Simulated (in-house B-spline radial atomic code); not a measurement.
Relativistic effects in Rb VIII (Rb7+), [Ar] 3d10 4s2: non-relativistic Hartree-Fock (point nucleus) against Dirac-Hartree-Fock (Fermi nucleus of rms radius 4.2036 fm), both averages of the configuration, computed with an all-electron radial atomic-structure program (B-spline basis).

| orbital | ε NR (Eh) | ε Dirac (Eh) | <r> NR (bohr) | <r> Dirac (bohr) | change of <r> (%) |
| --- | --- | --- | --- | --- | --- |
| 1s1/2 | -555.62 | -566.32 | 0.04127 | 0.04028 | -2.4 |
| 2s1/2 | -79.124 | -81.6 | 0.1817 | 0.177 | -2.6 |
| 2p1/2 | -71.985 | -74.119 | 0.1569 | 0.1523 | -2.9 |
| 2p3/2 | -71.985 | ? | 0.1569 | ? | ? |
| 3s1/2 | -16.106 | ? | 0.5162 | ? | ? |
| 3p1/2 | -13.442 | -13.796 | 0.5192 | 0.5081 | -2.1 |
| 3p3/2 | -13.442 | -13.441 | 0.5192 | 0.5177 | -0.3 |
| 3d3/2 | -8.7064 | -8.6706 | 0.514 | 0.5132 | -0.2 |
| 3d5/2 | -8.7064 | -8.6099 | 0.514 | 0.5167 | +0.5 |
| 4s1/2 | -4.7316 | -4.8078 | 1.314 | 1.293 | -1.6 |

Question: What happens to 3s1/2?

Answer: Its energy goes to -16.556 hartree and <r> to 0.5055 bohr (-2.06 %).

Question: What happens to 2p3/2?

Answer: Its energy goes to -71.865 hartree and <r> to 0.1563 bohr (-0.37 %).

Question: What explains the pattern of contraction and expansion?

Answer: Expansion is seen in 3d5/2. The s and p1/2 orbitals contract directly, screen the nucleus better, and so push out orbitals that have little density near the nucleus; spin-orbit coupling adds to this for j = l + 1/2 and opposes it for j = l - 1/2.

Question: By how much does the total energy change?

Answer: By -41.403 hartree, from -2924.889 to -2966.292.
